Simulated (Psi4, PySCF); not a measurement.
CHO₂ (SMILES O=C[O-]), charge -1, singlet, at a GFN2-xTB geometry (in this run its highest filled SCF level lies above zero, so its values depend strongly on the basis, on diffuse functions most of all). Base run: PBE/def2-SVP, TDA in PySCF.

Here is a job for PySCF.
```python
from pyscf import gto, scf, dft, tdscf

mol = gto.Mole()
mol.atom = '''
    O    -1.039992   -0.467751   -0.004050
    C    -0.071581    0.290264    0.001513
    O     1.138232    0.069379    0.001973
    H    -0.356441    1.445390    0.007536
'''
mol.basis = 'def2-svp'
mol.charge = -1
mol.spin = 0
mol.verbose = 4
mol.build()

mf = dft.RKS(mol)
mf.xc = 'pbe'
mf.kernel()
td = mf.TDA()
td.nstates = 5
td.kernel()
td.analyze()
```

Programs used: Psi4, PySCF; a row that names a program was run with it.

Variants of this job, named by their change:

```tsv
change	first excitation (eV)	oscillator strength of the first	second (eV)
base	6.17	0.004	6.26
conv_tol = 1e-3	6.17	0.004	6.26
functional = wb97x	6.52	0.005	6.66
functional = blyp	6.17	0.004	6.23
functional = m062x	6.31	0.005	6.46
nstates = 15	6.17	0.004	6.26
states = triplets	5.66	-	5.75
code = psi4	6.17	0.004	6.26
functional = hf	7.51	0.007	7.85
guess vectors = 13 for 5 states	6.17	0.004	6.26
basis = 6-31+G*	4.52	0.083	4.60
```

An iterative solver can miss low states, so a row lists the states that it found.
